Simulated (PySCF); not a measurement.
**Telling isomers of C8H6O apart by NMR**

[PySCF: σ from GIAO-PBE0/pcSseg-1; J: B3LYP/pcJ-1 (spin–dipole term left out of most H,H and C,H couplings); coordinates at the GFN2-xTB level; non-relativistic; fast rotation and ring inversion assumed for equivalent nuclei; one computed conformer; gas phase]

References, each an isolated molecule treated in the same way: ¹H, ¹³C vs TMS. Multiplet labels drop J under 1 Hz and among equivalent protons, and merge close values. Unscaled 3J(H,H) run several per cent high. Where no couplings were computed, multiplicities follow the n + 1 count of equivalent neighbours, and m marks all less simple cases (inequivalent or close neighbours, rings, F or P nearby). Shifts are as computed. Against solution values, carbons near 30 ppm lie about +3 ppm off and those near 130 ppm about +5 ppm. Of 1211 compounds with measured shifts, 218 miss one by over three times the rms of a fit or turn the order of signals round; such compounds aren't used in these exercises. OH and NH positions are gas-phase values without hydrogen bonding to other molecules.

(1) Tabulate the signals of `C#Cc1cccc(O)c1`, `c1ccc2cocc2c1`, `O=Cc1ccc2c(c1)C2` and their relative energies.

(2) What is the quickest way to tell C#Cc1cccc(O)c1 from O=Cc1ccc2c(c1)C2?

(3) What is the quickest way to tell C#Cc1cccc(O)c1 from c1ccc2cocc2c1?

(4) What is the quickest way to tell c1ccc2cocc2c1 from O=Cc1ccc2c(c1)C2?

Answers

(1) 
```tsv
SMILES	carbon types	δC	δH	E rel. (kcal/mol)
C#Cc1cccc(O)c1	3×C 5×CH	163.5, 135.6, 131.1, 127.8, 122.8, 120.7, 88.9, 87.2	7.55 (m, 1H), 7.38 (d, 1H), 7.16 (d, 1H), 6.95 (s, 1H), 4.31 (br s, 1H), 2.77 (s, 1H)	24.9
c1ccc2cocc2c1	2×C 6×CH	139.1, 130.3, 129.3, 124.7	8.20 (m, 2H), 7.84 (m, 2H), 7.27 (m, 2H)	0.0
O=Cc1ccc2c(c1)C2	3×C 4×CH 1×CH2	194.6, 143.2, 141.4, 139.4, 134.0, 123.5, 119.4, 24.1	10.16 (s, 1H), 8.56 (d, 1H), 7.75 (d, 1H), 7.69 (s, 1H), 3.64 (s, 2H)	44.9
```

Energies are electronic energies at PBE0/pcSseg-1 on these geometries, without zero-point or thermal terms, each for the one conformer computed, which needn't be the lowest.

(2) Both give the same number of carbon signals, but DEPT or the intensities differ. The first has an alkyne carbon (C) at 88.9 ppm, the second a three-membered-ring carbon (CH2) at 24.1 ppm. Their most deshielded carbons lie at 163.5 and 194.6 ppm. In the proton spectra the most deshielded non-exchanging signals are 7.55 (m, 1H) and 10.16 (s, 1H).

(3) Count the carbon signals: 8 against 4. The first has an alkyne carbon (C) at 88.9 ppm, the second an aromatic CH next to the ring oxygen at 139.1 ppm. Their most deshielded carbons lie at 163.5 and 139.1 ppm. In the proton spectra the most deshielded non-exchanging signals are 7.55 (m, 1H) and 8.20 (m, 2H).

(4) Count the carbon signals: 4 against 8. The first has an aromatic CH at 129.3 ppm, the second a three-membered-ring carbon (CH2) at 24.1 ppm. Their most deshielded carbons lie at 139.1 and 194.6 ppm. In the proton spectra the most deshielded non-exchanging signals are 8.20 (m, 2H) and 10.16 (s, 1H).
